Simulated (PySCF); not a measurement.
# Bond curve of MoP

Set-up: basis Mo def2-TZVPP with ECP28, P def2-TZVPP; scalar-relativistic core potentials; PySCF 2.14. Energies in eV from Mo (4d5 5s1) + P in their ground configurations at the same level. State: Ms = 1.5 determinant of mixed spin (⟨S²⟩ near 4.3), unpaired electrons σ ↑, δ ↑↑.

All columns are PBE0. A positive dipole means Mo(−)P(+).

```csv
R (Å),E (eV),μ (D),Mulliken charge on Mo (basis-dependent),HOMO (eV),LUMO (eV),Mayer bond order,⟨S²⟩
1.833,-1.671,-2.61,0.28,-5.38,-2.02,3.18,3.83
1.919,-2.442,-2.94,0.27,-5.50,-2.06,3.07,3.90
2.004,-2.836,-3.22,0.25,-5.60,-2.20,2.92,4.02
2.068,-2.961,-3.39,0.25,-5.67,-2.28,2.76,4.17
2.132,-2.988,-3.52,0.24,-5.72,-2.34,2.57,4.34
2.196,-2.948,-3.62,0.24,-5.76,-2.37,2.37,4.53
2.281,-2.830,-3.71,0.23,-5.80,-2.39,2.10,4.79
2.388,-2.622,-3.76,0.23,-5.83,-2.39,1.81,5.06
2.516,-2.334,-3.78,0.22,-5.84,-2.36,1.52,5.33
2.686,-1.938,-3.72,0.22,-5.84,-2.32,1.24,5.59
```

A fit through these points gives, at Re = 2.122 Å, μ = -3.50 D and dμ/dR = -1.87 D/Å; the reduced mass is 23.53 u.

Question: How strong is the fundamental in the double-harmonic approximation, I = 42.26·(dμ/dR)²/μred km/mol?

Answer: I = 42.26·(-1.87)²/23.53 = 6.28 km/mol at PBE0.

The metal atom is held in its measured ground configuration; semilocal functionals can put another filling of s and d lower by some tenths of an eV, and De to that atom would be smaller. ⟨S²⟩ of the unrestricted solution departs from its pure value on part of the curve, where spin states mix. These are scalar-relativistic numbers at best; spin–orbit coupling would shift them, the dissociation energy most. The state is the lowest single determinant that the PBE0 search found; with open d or f shells the true ground state can be another one.
